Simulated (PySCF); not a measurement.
# Working out the ionisation energy of Ar(2+)

Ar(2+) [Ne] 3s2 3p4 (3P) → Ar(3+) [Ne] 3s2 3p3 (4S). Computed with PySCF 2.14 in x2c-TZVPall, with the spin-free X2C one-electron Hamiltonian (Gaussian nucleus). Frozen: [Ne]. Energies in hartree (1 hartree = 27.21139 eV):

```
            part  Ar(2+) (lower)  Ar(3+) (upper)
             UHF     -527.110034     -525.663568
CCSD correlation       -0.153945       -0.121165
             (T)       -0.004038       -0.003060
```

Q: What does Hartree-Fock give?

A: (-525.663568) − (-527.110034) = 1.446466 hartree = 39.360 eV.

Q: What do CCSD and CCSD(T) give?

A: The CCSD correlation energies differ by 0.032780 hartree = 0.892 eV and the triples by 0.000978 hartree = 0.027 eV, so CCSD gives 40.252 eV and CCSD(T) 40.279 eV.

Reference: 40.735 ± 0.012 eV (semi-empirical (NIST evaluation); NIST Atomic Spectra Database, ionization energies), between the lowest levels; spin-orbit coupling is absent from the calculation.

What remains against the reference includes basis incompleteness, the frozen core and higher excitations.
